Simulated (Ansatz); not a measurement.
Basis-set extrapolation for `C=C=C(C)BCl` (PBE0-D4/def2-TZVP geometry, frozen core, Ansatz 0.2.0). Multiplicity 1, RHF reference.

```
                      def2-TZVPP   def2-QZVPP
                 HF  -639.217067  -639.237381
    MP2 correlation    -0.926812    -0.992865
CCSD(T) correlation    -1.025642      not run
```

Energies in hartree. Use E(X) = E(∞) + A·exp(−7.88·√X) for Hartree–Fock and E(X) = E(∞) + B·X^(−2.97) for correlation, with X = 3 and 4, and add CCSD(T) minus MP2 of the smaller set to the MP2 limit.

What is the CCSD(T) energy at the basis-set limit?

HF limit: -639.237381 + (-0.020314) × 0.13774 = -639.24018. MP2 limit: -0.992865 + (-0.066053) × 0.74074 = -1.04179. Higher-order term: -1.025642 − (-0.926812) = -0.09883. Total: -640.38080 hartree, 362.6 kJ/mol below CCSD(T)/def2-TZVPP.
